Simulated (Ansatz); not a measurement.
Process, species as SMILES: [F][Ge]([F])[F] → 3 F atom + Ge atom
B3LYP-D3(BJ)/def2-TZVP geometries, fixed; electronic energies without zero-point terms.
Largest species:
```xyz
4

Ge     0.2273    -0.1978    -0.0141
F      0.7837     1.4450     0.0126
F     -0.8472    -0.3310    -1.3693
F     -0.7447    -0.4108     1.4068
```
Charge 0, spin multiplicity 2.

Basis-set convergence of the atomisation energy at r2SCAN with Ansatz (a program for electronic structure). All functions are spherical. Open shells are unrestricted. No added dispersion term, no relativity. Functions are those of the species that has most. Reference: the value in pcseg-4, 336.40 kcal/mol, itself unsure by roughly 0.30 kcal/mol (its mean distance from aug-pcseg-3, aug-cc-pVQZ, cc-pV5Z). Deviations are taken from unrounded values.

```json
[
 {"basis": "cc-pVDZ", "functions": "69"},
 {"basis": "aug-pcseg-1", "functions": "105"},
 {"basis": "def2-SVPD", "functions": "107"},
 {"basis": "cc-pVTZ", "functions": "133"},
 {"basis": "def2-TZVPPD", "functions": "174"},
 {"basis": "aug-pcseg-2", "functions": "197"},
 {"basis": "cc-pVQZ", "functions": "233"},
 {"basis": "def2-QZVPPD", "functions": "293"},
 {"basis": "aug-pcseg-3", "functions": "348"},
 {"basis": "cc-pV5Z", "functions": "377"}
]
```

Task: Which is the smallest set listed that can be trusted to 2 kcal/mol here, that is, within that of the reference together with its larger relatives (same family, alike in diffuse functions; a set with none to test it counts only in the reference's own line)?

Result: The smallest set listed that lies within 2 kcal/mol of the reference with all its larger relatives (same family, alike in diffuse functions; a set with none counts only in the reference's own line) is cc-pVTZ (133 functions, -1.26 kcal/mol off). Value minus reference: cc-pVDZ -15.26, aug-pcseg-1 -10.00, def2-SVPD -6.15, cc-pVTZ -1.26, def2-TZVPPD -0.95, aug-pcseg-2 -0.69, cc-pVQZ 1.22, def2-QZVPPD -0.14, aug-pcseg-3 -0.24, cc-pV5Z 0.12 kcal/mol.
